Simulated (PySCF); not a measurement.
**Working out the ionisation energy of Ba⁺**

Ba⁺ [Xe] 6s1 (2S) → Ba²⁺ [Xe] (1S). Computed with PySCF 2.14 in x2c-TZVPPall with one added diffuse shell each of s, p, d type (12s8p7d2f1g, 94 functions), with scalar relativity by spin-free X2C-1e. Frozen: [Kr] 4d10. Energies in hartree (1 hartree = 27.21139 eV):

```csv
part,Ba⁺ (lower),Ba²⁺ (upper)
UHF,-8131.444026,-8131.099662
MP2 opposite-spin,-0.122487,-0.112174
MP2 same-spin,-0.043579,-0.035036
```

What does Hartree-Fock give?

(-8131.099662) − (-8131.444026) = 0.344364 hartree = 9.371 eV.

What do MP2 and SCS-MP2 (6/5 opposite-spin, 1/3 same-spin) give?

The opposite-spin parts differ by 0.281 eV and the same-spin parts by 0.232 eV. MP2: 9.371 + (0.281) + (0.232) = 9.884 eV. SCS-MP2: 9.371 + 1.2 × (0.281) + (0.232)/3 = 9.786 eV.

Measured between the centres of the two terms (NIST): 10.004 eV, so MP2 (valence and next inner shell) is off by -0.120 eV.

What remains against the reference includes basis incompleteness, the frozen core and correlation beyond second order.
